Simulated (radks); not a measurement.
Values are calculated unless marked as measured or tabulated.
I+, configuration [Kr] 4d10 5s2 5p4.

Code: a radial shooting solver on a logarithmic mesh with Libxc functionals. Model: scalar-relativistic Kohn-Sham, AM05, spin-polarised, spherical densities, point nucleus; open shells are filled with parallel spins first (spin-orbit coupling, left out, can overturn this in heavy ions).

Energy parts (eV):
total: -193485.801
kinetic: 203057.810
electron-nucleus: -467842.664
Hartree: 76065.627
exchange-correlation: -4766.574

Orbitals (lengths in bohr, moments of r in powers of bohr):
\begin{tabular}{lrrr}
orbital & occ. & eigenvalue (eV) & <1/r> \\ \hline
1s up & 1 & -32960.38 & 56.79 \\
1s down & 1 & -32960.30 & 56.79 \\
2s up & 1 & -5101.514 & 13.01 \\
2s down & 1 & -5101.475 & 13.01 \\
2p up & 3 & -4581.357 & 12.45 \\
2p down & 3 & -4581.295 & 12.45 \\
3s up & 1 & -1036.807 & 4.662 \\
3s down & 1 & -1036.742 & 4.662 \\
3p up & 3 & -868.2839 & 4.434 \\
3p down & 3 & -868.2120 & 4.434 \\
3d up & 5 & -615.5580 & 4.198 \\
3d down & 5 & -615.4900 & 4.199 \\
4s up & 1 & -189.7098 & 1.888 \\
4s down & 1 & -189.5806 & 1.888 \\
4p up & 3 & -136.8360 & 1.728 \\
4p down & 3 & -136.6979 & 1.729 \\
4d up & 5 & -59.7860 & 1.441 \\
4d down & 5 & -59.5487 & 1.445 \\
5s up & 1 & -26.8775 & 0.6783 \\
5s down & 1 & -25.4469 & 0.6824 \\
5p up & 3 & -15.9469 & 0.5577 \\
5p down & 1 & -14.4909 & 0.5534 \\
\end{tabular}

The highest occupied level is 5p down at -14.491 eV. Spin moment in Bohr magnetons: 2. For comparison, the ionisation energy in NIST's Atomic Spectra Database is 19.131 eV (measured). In exact Kohn-Sham theory the highest level is minus the ionisation energy, but local and semilocal functionals leave it too shallow, through self-interaction and a potential that decays too fast; potentials with the right tail come closer. The density falls to 0.001 e/bohr^3 at r = 4.17 bohr.
